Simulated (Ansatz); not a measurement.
Species: C$_{2}$H$_{10}$Si$_{2}$, charge 0, multiplicity 1. SMILES: C[SiH](C)[SiH3]
Geometry: optimised at B3LYP-D3(BJ)/def2-TZVP (Ansatz, a quantum-chemistry and plane-wave program).

Quantity: atomisation energy (electronic, to ground-state atoms), in kJ/mol. Valence correlation only, unless marked. Open shells are spin-unrestricted. Spin-orbit coupling is left out. Non-relativistic. The coupled-cluster limit lacks core correlation, which all-electron functionals hold. Basis-set limits of correlation are two-point, X^-3; Hartree-Fock from the larger set.

| level | program | atomisation energy (kJ/mol) |
|---|---|---|
| r2SCANh/def2-TZVPD | Ansatz | 4763.1 |
| r2SCAN0/def2-TZVPD | Ansatz | 4748.4 |
| CAM-B3LYP-D3(BJ)/def2-TZVPD | Ansatz + dftd3 | [?] |
| wB97X-V/def2-TZVPD | Ansatz | [?] |
| wB97X/def2-TZVPD | Ansatz | [?] |
| B2GP-PLYP/def2-TZVPD | Ansatz | 4695.9 |
| B2PLYP-D4/def2-TZVPD | Ansatz + dftd4 | 4721.2 |
| SCS-MP2/STO-3G | Ansatz | 5401.3 |
| SCS-MP2/6-31G* | Ansatz | 4272.9 |
| SCS-MP2/aug-cc-pV(D+d)Z | Ansatz | 4491.3 |
| CCSD/cc-pV(D+d)Z | Ansatz | [?] |
| CCSD(T) with core electrons (1s frozen past Ne)/cc-pwCVTZ | Ansatz | 4692.3 |
| CCSD(T)/CBS(aug-cc-pV(T+d)Z,aug-cc-pV(Q+d)Z) | Ansatz | 4784.6 |

Fill in the missing entries.


- CAM-B3LYP-D3(BJ)/def2-TZVPD, atomisation energy (kJ/mol): 4795.3
- wB97X-V/def2-TZVPD, atomisation energy (kJ/mol): 4802.4
- wB97X/def2-TZVPD, atomisation energy (kJ/mol): 4787.2
- CCSD/cc-pV(D+d)Z, atomisation energy (kJ/mol): 4415.4
